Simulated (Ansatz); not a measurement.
`C[B](C)[SnH3]` and `C[B](C)[ZnH]` differ in one atom or group.

Ansatz, PBE0-D4/def2-TZVP geometries, multiplicity 1. 

Elements past krypton have def2 core potentials. Scalar relativity is left out up to krypton.

```csv
property,`C[B](C)[SnH3]`
LUMO energy (B3LYP/def2-TZVPP) / eV,-1.57
HOMO energy (PBE/def2-TZVPP) / eV,-6.14
size of the dipole moment (B3LYP/def2-TZVPP) / D,2.10
HOMO energy (B3LYP/def2-TZVPP) / eV,-7.06
LUMO energy (ωB97M-V/def2-TZVPP) / eV,0.56
HOMO–LUMO gap (B3LYP/def2-TZVPP) / eV,5.49
```

(1) Give the same properties after the change, and the shifts. (Estimate.)

Answers

(1) The calculation gave: 
| property | `C[B](C)[ZnH]` | shift |
| --- | --- | --- |
| LUMO energy (B3LYP/def2-TZVPP) / eV | -1.76 | -0.19 |
| HOMO energy (PBE/def2-TZVPP) / eV | -5.34 | 0.80 |
| size of the dipole moment (B3LYP/def2-TZVPP) / D | 1.42 | -0.68 |
| HOMO energy (B3LYP/def2-TZVPP) / eV | -6.23 | 0.83 |
| LUMO energy (ωB97M-V/def2-TZVPP) / eV | 0.19 | -0.37 |
| HOMO–LUMO gap (B3LYP/def2-TZVPP) / eV | 4.47 | -1.02 |

With PBE0 the HOMO rises by 0.85 eV and the LUMO falls by 0.16 eV, so the gap narrows by about 1.01 eV. PBE moves the HOMO by 0.80 eV and ωB97M-V by 0.82 eV. Dipoles are sizes alone; their direction can turn.

B3LYP here is the variant with VWN-RPA as its local correlation; programs differ in this.
